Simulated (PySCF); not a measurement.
**Working out the excitation energy of Au**

Au [Xe] 4f14 5d10 6s1 (2S) → Au [Xe] 4f14 5d10 6p1 (2P). Computed with PySCF 2.14 in aug-cc-pVDZ-PP with ECP60MDF, with scalar relativity through the core potential. Frozen: 5s2 5p6. Energies in hartree (1 hartree = 27.21139 eV):

```tsv
part	Au (lower)	Au (upper)
UHF	-134.780705	-134.625544
CCSD correlation	-0.302154	-0.276343
(T)	-0.008648	-0.008320
```

Question: What does Hartree-Fock give?

Answer: (-134.625544) − (-134.780705) = 0.155161 hartree = 4.222 eV.

Question: What do CCSD and CCSD(T) give?

Answer: The CCSD correlation energies differ by 0.025811 hartree = 0.702 eV and the triples by 0.000328 hartree = 0.009 eV, so CCSD gives 4.924 eV and CCSD(T) 4.933 eV.

Measured between the centres of the two terms (NIST): 4.947 eV, so CCSD(T) (valence) is off by -0.014 eV.

A double-zeta basis recovers only part of the correlation energy.

What remains against the reference includes basis incompleteness, the frozen core and higher excitations.
